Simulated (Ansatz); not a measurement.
Consider the hydrogenolysis of a C–Si bond: `C=C(S)[SiH2][SiH3]` + H₂ → `C=CS` + `[SiH3][SiH3]`.

Computed with Ansatz on PBE0-D4/def2-TZVP structures; ΔE is electronic, products minus reactants. CCSD(T)/CBS is the MP2 limit (def2-TZVPP, def2-QZVPP) plus CCSD(T) − MP2 in def2-TZVPP, frozen cores. This one scheme is used for every species. Functionals use def2-TZVPP. Each species was taken in one conformer, which may not be the lowest.

| level | ΔE (eV) |
| --- | --- |
| PBE-D4 | -0.14 |
| HF/def2-QZVPP | -0.53 |

Q: What does CCSD(T)/CBS give? (An estimate is asked.)

A: The calculation gave: -0.16 eV. The listed levels differ from it by 0.02, -0.37 eV.

Largest T1 diagnostic among the species: 0.013.

In def2-TZVPP, CCSD(T) changes the Hartree–Fock value by +0.34 eV (the triples alone add +0.08 eV) and MP2 by +0.45 eV. The D4 term adds +0.20 eV with B3LYP and +0.11 eV with PBE0; it sums over pairs of atoms, weighted by their polarisabilities, and B3LYP, whose exchange is more repulsive, gets the larger term.

B3LYP here is the variant with VWN-RPA as its local correlation; programs differ in this.
